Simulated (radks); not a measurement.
Values are calculated unless marked as measured or tabulated.
Polarisability of neutral silver, [Kr] 4d10 5s1, at imaginary frequency. Code: a radial shooting solver on a logarithmic mesh with Libxc functionals. Model: scalar-relativistic Kohn-Sham, LDA (Slater exchange, Perdew-Wang correlation), spin-unpolarised, spherical densities, finite nucleus; Fermi nuclear charge, rms radius 4.5454 fm. Response by self-consistent Sternheimer equations with the Hartree and adiabatic LDA kernel, the relativistic mass of each level held fixed and spin-orbit coupling left out.

w (hartree),alpha1(iw) (bohr^3),alpha2(iw) (bohr^5)
0.00266,44.43,428.3
0.0143,44.17,426.5
0.0360,42.77,417.0
0.0697,38.95,390.1
0.118,32.34,339.2
0.186,24.56,268.5
0.280,17.68,192.6
0.413,12.44,126.9
0.605,8.627,78.31
0.892,5.823,45.66
1.35,3.702,24.97
2.12,2.101,12.43
3.59,0.9825,5.275
6.94,0.3393,1.663
17.5,0.07417,0.2900

Static values: alpha1 = 44.44 bohr^3 (6.586 angstrom^3; uncoupled 73.60), alpha2 = 428.4 bohr^5, alpha3 = 8201 bohr^7. C6 = 351.8, C8 = 17510, triple-dipole C9 = 10350 atomic units. One-pole (London) frequency 4 C6 / (3 alpha1^2) = 0.237 hartree, against 0.173 for minus the highest occupied eigenvalue. Recommended static value: 55 bohr^3 (Schwerdtfeger and Nagle, 2023 table).

Beside tabulated values, note that spin-unpolarised runs miss the spin-polarisation part of the exchange energy of open shells.
